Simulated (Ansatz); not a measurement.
A nudged elastic band was laid between two geometries of a periodic cell of 20 atoms, C19O (surface graphene monolayer, adsorbate CO).

Method: Ansatz, DFT PBEsol, scalar-relativistic, plane waves, PAW. Settings: PAW set soft_1, cutoff 420 eV, k mesh 2x2x1, fermi-dirac smearing 0.05 eV, no spin polarisation.

```json
{"movable images": "5", "climbing image": "yes", "spring": "5.0 eV/Å²", "optimiser": "quadratic models (default)", "start path": "IDPP", "force threshold": "0.05 eV/Å", "iteration limit": "43", "end points": "relaxed"}
```

Image 0:

```xyz
20
Lattice="7.3980 0.0000 0.0000 -3.6990 6.4069 0.0000 0.0000 0.0000 12.0000" Properties=species:S:1:pos:R:3
C 0.008 0.006 0.853
C 1.240 0.717 0.853
C -1.225 2.141 0.852
C 0.008 2.852 0.852
C -2.459 4.277 0.852
C -1.225 4.989 0.852
C 2.474 0.005 0.852
C 3.707 0.717 0.853
C 1.240 2.141 0.853
C 2.474 2.853 0.853
C 0.008 4.277 0.852
C 1.240 4.988 0.853
C 4.940 0.006 0.853
C 6.173 0.718 0.853
C 3.707 2.142 0.853
C 4.939 2.853 0.852
C 2.474 4.276 0.853
C 3.707 4.988 0.853
C -1.292 4.046 4.057
O -1.412 4.946 4.736
```

Image 6:

```xyz
20
Lattice="7.3980 0.0000 0.0000 -3.6990 6.4069 0.0000 0.0000 0.0000 12.0000" Properties=species:S:1:pos:R:3
C -0.015 -0.072 0.800
C 1.224 0.643 0.799
C -1.245 2.068 0.800
C -0.016 2.778 0.799
C -2.476 4.199 0.799
C -1.245 4.909 0.798
C 2.454 -0.067 0.799
C 3.683 0.642 0.799
C 1.224 2.063 0.800
C 2.454 2.773 0.799
C -0.016 4.199 0.799
C 1.224 4.914 0.800
C 4.923 -0.073 0.800
C 6.153 0.637 0.800
C 3.683 2.063 0.799
C 4.923 2.778 0.799
C 2.454 4.204 0.800
C 3.683 4.914 0.800
C -1.429 4.385 4.106
O -1.225 3.300 4.366
```

(1) Which bonds break or form, and what moves?

(2) What energy profile does the band end with?

(3) What is the geometry of the highest image?

The band took 10 iterations and of the order of 10 core-minutes.

Answers

(1) The atom that moves furthest is O20, by 1.70 Å; four of its nearest neighbours are C19 1.13, C6 3.89, C5 4.08, C7 4.15 Å at the first end and C19 1.13, C3 3.77, C4 3.80, C16 3.82 Å at the last.

(2) The run converged. The highest image is number 3 of 0 to 6, 0.006 eV above the first end and 0.002 eV above the last; the last end lies 0.003 eV above the first. The top lies less than 8 meV above the higher end, about what the thresholds resolve: the motion is nearly free. By the program's own check the climbing image is of a kind that is not told: the force calls were inconclusive, a negative curvature could not be distinguished from the path's own, the only one lies far off the path, or fixed occupations may fill a level only in part (lowest curvatures found: -0.45 and -0.03 eV/Å²). Limits of this set-up: coarse k mesh, slab without dipole correction, no dispersion correction for a molecule that may bind weakly, PAW files made for another functional.

```tsv
image	path coordinate (Å)	energy (eV)
0	0.00	0.000
1	0.59	-0.001
2	1.17	0.001
3	1.76	0.006
4	2.15	0.005
5	2.54	0.003
6	2.94	0.003
```

(3) 
```xyz
20
Lattice="7.3980 0.0000 0.0000 -3.6990 6.4069 0.0000 0.0000 0.0000 12.0000" Properties=species:S:1:pos:R:3:forces:R:3
C -0.042 -0.010 0.807 -0.01 0.00 0.00
C 1.198 0.706 0.807 0.01 0.01 0.00
C -1.270 2.131 0.808 0.00 -0.01 0.00
C -0.042 2.840 0.808 0.00 0.00 0.00
C -2.501 4.260 0.804 0.00 0.00 0.00
C -1.270 4.971 0.805 0.00 0.00 0.00
C 2.429 -0.005 0.806 0.00 0.01 0.00
C 3.657 0.704 0.807 -0.01 0.01 0.00
C 1.198 2.124 0.808 0.00 0.00 0.00
C 2.429 2.835 0.807 0.00 0.00 0.00
C -0.042 4.262 0.807 0.00 0.00 0.00
C 1.198 4.977 0.807 0.01 0.00 0.00
C 4.897 -0.011 0.807 0.01 0.00 0.00
C 6.128 0.699 0.808 0.00 0.00 0.00
C 3.657 2.126 0.807 0.00 0.00 0.00
C 4.897 2.842 0.806 -0.01 0.00 0.00
C 2.429 4.266 0.807 0.00 0.01 0.00
C 3.658 4.976 0.805 -0.01 0.00 0.00
C -1.494 4.073 4.209 0.02 -0.01 0.01
O -0.540 3.830 4.771 -0.02 0.00 -0.01
```

Time of the run: 10 min on 1 thread of Arm Neoverse V2, with other jobs on the host, peak memory 1 GiB.
